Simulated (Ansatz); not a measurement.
Input and output for Au₄F₃.

```yaml
crystal:
  periodic: [false, false, false]
  atoms:
    - {symbol: Au, position_ang: [1.066493, -0.824778, -1.362246]}
    - {symbol: Au, position_ang: [0.149070, 1.776587, -1.268757]}
    - {symbol: Au, position_ang: [-1.107756, 1.607065, 0.987364]}
    - {symbol: Au, position_ang: [-0.538206, -1.040439, 1.517102]}
    - {symbol: F, position_ang: [0.601170, -2.122368, 0.176144]}
    - {symbol: F, position_ang: [1.466514, 0.510629, -2.809382]}
    - {symbol: F, position_ang: [-1.637286, 0.093314, 2.759773]}
basis:
  gaussian: {orbitals: def2-SVP, final_grid: {core_spheres: 5, valence_spheres: 4, degree: 11}}
magnetization: {spin_polarized: true, initial_magnetization: 3}
hamiltonian: {xc: {name: PBE}, dispersion: d3bjatm}
```

```sh
$ ansatz run in.yaml --threads 4 --pin off --events-out ev --progress --plain --max-ram 4787MiB
```

It prints (some lines left out):

```
Functional definition: PBE
1724 factors; their error is unknown
mean field evaluation 1: about -22907.5417 eV, gradient 4.1e1 eV
mean field evaluation 2: about -22761.4700 eV, gradient 1.9e2 eV
mean field evaluation 4: about -22903.4655 eV, gradient 4.1e1 eV
mean field evaluation 8: about -22913.6603 eV, gradient 6.6e-1 eV
mean field evaluation 16: about -22913.6618 eV, gradient 2.0e-5 eV
mean field evaluation 32: about -22909.5880 eV, gradient 1.8e1 eV
mean field evaluation 64: about -22912.3833 eV, gradient 3.7e0 eV
mean field evaluation 96: about -22912.8119 eV, gradient 7.4e-2 eV
mean field -22913.66181350 eV, -842.0615402084 hartree, gradient 1.2e-5 eV, S^2 3.753102; 10 other end points of the search recorded, 0 dependent functions left out
reference -22913.66186998 eV, -842.0615422838 hartree; 53, 50 occupied and 117, 120 virtual orbitals, 1724 factors
Total energy: -22913.97705477 eV, -842.0731251114 hartree
```

Hardware: 4 threads of Intel Xeon 6975P-C on a shared host. Wall time 12 s, peak host memory 0.56 GiB.

In the def2 sets Au takes a core potential; there is no spin–orbit coupling.
